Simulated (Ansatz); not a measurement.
`CO[SiH](C)Cl` at its PBE0-D4/def2-TZVP geometry, where that method's forces vanish. Charge 0, multiplicity 1.

```xyz
12

C    -0.2983   -1.4629    1.1805
O     0.4281   -0.2549    1.2113
Si    0.1758    1.0248    0.2337
C     0.4216    0.6303   -1.5603
Cl   -1.7673    1.6930    0.4622
H    -1.3629   -1.2885    1.3654
H    -0.1862   -1.9747    0.2183
H     0.0922   -2.1121    1.9652
H     1.0776    2.0861    0.7242
H    -0.2884   -0.1273   -1.8998
H     1.4356    0.2604   -1.7331
H     0.2722    1.5259   -2.1677
```

(1) What forces (eV/Å) does r2SCAN-D4/def2-TZVPP give on these atoms in Ansatz 0.2.0? (An estimate is asked.)

Results:

(1) Ansatz gave: 
```
C1  -0.164 -0.280 -0.003
O2   0.186  0.225  0.056
Si3  0.042  0.048 -0.029
C4   0.010  0.006  0.018
Cl5 -0.066  0.020  0.006
H6   0.009  0.000 -0.001
H7   0.000  0.005  0.001
H8  -0.008  0.011 -0.015
H9  -0.008 -0.028 -0.013
H10  0.017  0.015 -0.005
H11 -0.023  0.004 -0.014
H12  0.005 -0.027 -0.003
```
